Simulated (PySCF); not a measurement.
# SMILES C#CC#Cc1cccs1, C8H4S

Geometry:
| atom | x (Å) | y (Å) | z (Å) |
| --- | --- | --- | --- |
| C1 | 4.593 | 0.012 | 0.391 |
| C2 | 3.393 | -0.019 | 0.186 |
| C3 | 2.046 | -0.055 | -0.042 |
| C4 | 0.840 | -0.088 | -0.244 |
| C5 | -0.544 | -0.120 | -0.486 |
| C6 | -1.545 | -0.657 | 0.307 |
| C7 | -2.832 | -0.506 | -0.261 |
| C8 | -2.802 | 0.138 | -1.473 |
| S9 | -1.212 | 0.569 | -1.936 |
| H10 | 5.652 | 0.040 | 0.569 |
| H11 | -1.336 | -1.138 | 1.262 |
| H12 | -3.751 | -0.861 | 0.207 |
| H13 | -3.643 | 0.383 | -2.121 |

Computed with quadratic response CAM-B3LYP/aug-cc-pVDZ first hyperpolarisability, Taylor convention, gas phase in PySCF. Geometry: PBE0-D3(BJ)/def2-SVP.

(1) Give the tensor of the second harmonic β(−2ω;ω,ω) at 1064 nm in the axes of these coordinates.

Results:

(1) In au, Taylor convention; rows are the first index (the induced dipole):
|  | xx | yy | zz | xy | xz | yz |
| --- | --- | --- | --- | --- | --- | --- |
| x | -853.4 | +22.3 | +4.2 | -20.8 | -156.1 | -13.6 |
| y | -13.2 | -18.4 | +3.6 | +19.4 | -2.6 | +11.8 |
| z | -170.8 | +12.4 | +29.7 | -4.3 | -14.6 | +1.2 |

Norm of βᵢ = ⅓ Σⱼ (βᵢⱼⱼ + βⱼᵢⱼ + βⱼⱼᵢ): 850.5 au, hyper-Rayleigh value 362.8 au.
